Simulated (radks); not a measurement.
Excited configurations of the boron ion B+: one electron is placed in a higher orbital outside [He] 2s1. The ground configuration is [He] 2s2. Method: non-relativistic Kohn-Sham, PBEsol, spin-polarised, spherical densities, point nucleus; open shells are filled with parallel spins first; computed with a radial shooting solver on a logarithmic mesh with Libxc functionals. Excitation = E - E(ground); binding = E(ion) - E, where the ion is the core of charge +2; n* = 2/sqrt(2 binding) in atomic units, and the quantum defect is n - n*.

| outer orbital | excitation (eV) | binding (eV) | n* | quantum defect | eigenvalue (eV) | <r> (bohr) |
|---|---|---|---|---|---|---|
| 3s | 15.251 | 9.163 | 2.437 | 0.563 | -7.264 | 4.593 |
| 5p | 21.690 | 2.725 | 4.469 | 0.531 | -2.193 | 15.28 |
| 6s | 22.392 | 2.022 | 5.188 | 0.812 | -1.659 | 21.31 |
| 6p | 22.531 | 1.884 | 5.375 | 0.625 | -1.539 | 22.46 |
| 6f | 22.723 | 1.691 | 5.673 | 0.327 | -1.344 | 22.56 |
| 7s | 22.949 | 1.466 | 6.094 | 0.906 | -1.214 | 29.61 |
| 7f | 23.147 | 1.268 | 6.553 | 0.447 | -1.025 | 31.45 |

Estimate the row for 4d.

Answer. excitation (eV) 20.470; binding (eV) 3.944; n* 3.715; quantum defect 0.285; eigenvalue (eV) -3.006; <r> (bohr) 9.305. The Delta-SCF ionisation energy is 24.414 eV (NIST Atomic Spectra Database: 25.155 eV, measured). Self-interaction in the functional shifts the binding energies and quantum defects, so they are the method's values and not measured ones.
